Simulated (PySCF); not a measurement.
ClH5OSi2. Atoms are numbered in the order given.

```xyz
9

O      0.7029     1.7826    -0.2856
Si     0.0248     0.4607     0.4610
Si    -1.7514    -0.2506    -0.8827
Cl     1.4009    -1.1140     0.5690
H      1.4544     2.2080     0.1468
H     -0.3410     0.7695     1.8731
H     -1.2255    -0.5995    -2.2329
H     -2.3674    -1.4598    -0.2634
H     -2.7865     0.8169    -1.0071
```
Charge 0, spin multiplicity 1.

Geometry: B3LYP-D3(BJ)/def2-SVP. The structure was generated by enumeration; whether it is a known compound was not checked. The values are those of a single conformer.

These are TDA-PBE/def2-SVPD in PySCF values and carry that method's errors.

Vertical excitations. Gas-phase values at a fixed geometry.

Computed excitation energies, oscillator strengths and character:
| state | energy (eV) | λ (nm) | f | main pairs |
|---|---|---|---|---|
| S1 | 5.90 | 210 | 0.006 | HOMO→LUMO 97 % |
| S2 | 6.22 | 199 | 0.019 | HOMO→LUMO+1 94 % |
| S3 | 6.65 | 186 | 0.015 | HOMO−1→LUMO 93 % |
| S4 | 6.87 | 180 | 0.002 | HOMO−1→LUMO+1 74 %, HOMO−2→LUMO 20 % |
| S5 | 6.94 | 179 | 0.006 | HOMO→LUMO+3 71 %, HOMO→LUMO+2 17 % |
| S6 | 6.95 | 178 | 0.016 | HOMO−2→LUMO 73 %, HOMO−1→LUMO+1 15 % |
| S7 | 7.02 | 177 | 0.145 | HOMO→LUMO+2 64 %, HOMO→LUMO+3 13 % |
| S8 | 7.16 | 173 | 0.014 | HOMO−3→LUMO 79 % |
| S9 | 7.28 | 170 | 0.090 | HOMO−2→LUMO+1 71 % |
| S10 | 7.43 | 167 | 0.008 | HOMO−3→LUMO+1 44 %, HOMO→LUMO+4 37 %, HOMO−4→LUMO 14 % |
| T1 | 5.46 | 227 | 0 | HOMO→LUMO 97 % |
| T2 | 5.61 | 221 | 0 | HOMO→LUMO+1 98 % |
| T3 | 6.36 | 195 | 0 | HOMO→LUMO+2 90 % |
| T4 | 6.39 | 194 | 0 | HOMO−1→LUMO 91 % |
Triplets are in the Tamm–Dancoff approximation.
